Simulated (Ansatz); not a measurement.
Stepwise reaction of `[OH][AlH][SiH3]` with hydrogen chloride, as a gas-phase model of exchange steps in deposition or etching. ΔE in kJ/mol.

Computed with Ansatz on PBE0-D4/def2-TZVP structures; ΔE is electronic, products minus reactants. CCSD(T)/CBS adds triple-zeta CCSD(T) − MP2 to the extrapolated MP2 energy (def2 sets, frozen cores). This one scheme is used for every species. Functionals use def2-TZVPP. B3LYP here is the variant with VWN-RPA as its local correlation; programs differ in this. One conformer a species, not always the lowest.

```json
{"step": "1", "reaction": "`[OH][AlH][SiH3]` + HCl → `[OH][Al]([SiH3])[Cl]` + H₂", "PBE-D4": "-152.7", "B3LYP-D4": "-155.3", "ωB97M-V": "-155.5", "CCSD(T)/CBS": "-156.9"}
{"step": "2", "reaction": "`[OH][Al]([SiH3])[Cl]` + HCl → `[OH][Al]([Cl])[SiH2]Cl` + H₂", "PBE-D4": "-66.0", "B3LYP-D4": "-66.8", "ωB97M-V": "-66.8", "CCSD(T)/CBS": "-66.8"}
```

(1) By hand: ΔE of the 2 steps together at CCSD(T)/CBS.

## Answers

(1) (-156.9) + (-66.8) = -223.7 kJ/mol, or -111.8 kJ/mol a step.

In ΔE each step is higher than the one before. All are downhill at CCSD(T)/CBS. PBE-D4 differs from CCSD(T)/CBS by 0.8 to 4.2 kJ/mol a step. Isolated molecules leave out the surface, adducts and barriers. Largest T1 diagnostic: 0.014.
